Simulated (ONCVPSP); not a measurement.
**Varying the ONCV potential for antimony (Sb)**

Base potential:

```json
{
  "Element": "antimony",
  "Generator": "ONCVPSP 4.0.1",
  "Type": "optimised norm-conserving Vanderbilt (ONCV)",
  "Functional": "LDA (Perdew-Wang 92)",
  "Relativity": "scalar-relativistic",
  "Frozen core": "[Ar] 3d10",
  "Valence charge": "23",
  "Reference configuration": "4s2 4p6 4d10 5s1.5 5p3.5",
  "Partial waves": "4s+5s: rc 1.20 bohr, ncon 4, nbas 8, qcut 9.9 1/bohr, 2 projectors; 4p+5p: rc 1.15 bohr, ncon 4, nbas 7, qcut 14.1 1/bohr, 2 projectors; 4d: rc 0.95 bohr, ncon 3, nbas 7, qcut 8.5 1/bohr, local",
  "Local potential": "the d channel",
  "Core correction": "Teter function fitted to the true core (icmod 2), fcfact 0.5"
}
```

All-electron outer shells of the reference configuration (LDA (PZ), scalar-relativistic, ld1.x):

```tsv
shell	level (eV)	outermost node (bohr)	outermost maximum (bohr)
3p	-750.70	0.13	0.30
3d	-516.87	–	0.24
4s	-149.23	0.39	0.73
4p	-102.33	0.39	0.76
4d	-34.25	0.38	0.84
5s	-13.50	0.95	1.88
5p	-5.29	1.04	2.29
```

Cutoffs, loose and tight: the cutoffs (Ha) at which the residual kinetic energy of the hardest occupied pseudo-wave falls to 1 and 0.1 mHa per electron. They do not see the model core or the augmentation charge, which bear on the density cutoff. Test errors are all-electron minus pseudo excitation energies from the reference, over the configurations 4s2 4p6 4d10 5s2 5p3; 4s2 4p6 4d10 5s2 5p2; 4s2 4p6 4d10 5s2 5p1; 4s2 4p6 4d9 5s2 5p4. A dash means not determined; rows that change the core or the reference have their own tests.

```tsv
change	outcome	cutoff, loose	cutoff, tight	bound ghosts	GHOST(+) flags above zero	largest test error (meV)
base	generated	120 Ha	224 Ha	none	s	-4.3
s: qcut 9.4; p: qcut 13.4; d: qcut 8.1	generated	179 Ha	277 Ha	none	p	-5.1
p: ncon 3, nbas 6	generated	120 Ha	224 Ha	none	s	-4.3
s: qcut 11.3	generated	120 Ha	224 Ha	none	s	-4.3
d: rc 0.78	generated	262 Ha	419 Ha	none	none	-4.4
core correction Teter function fitted to the true core (icmod 2), fcfact 0.34	generated	120 Ha	224 Ha	none	s	-4.3
d: rc 1.02	generated	105 Ha	198 Ha	none	s, p	-4.2
reference 4s2 4p6 4d10 5s2 5p3	generated	120 Ha	224 Ha	none	s	-77
```
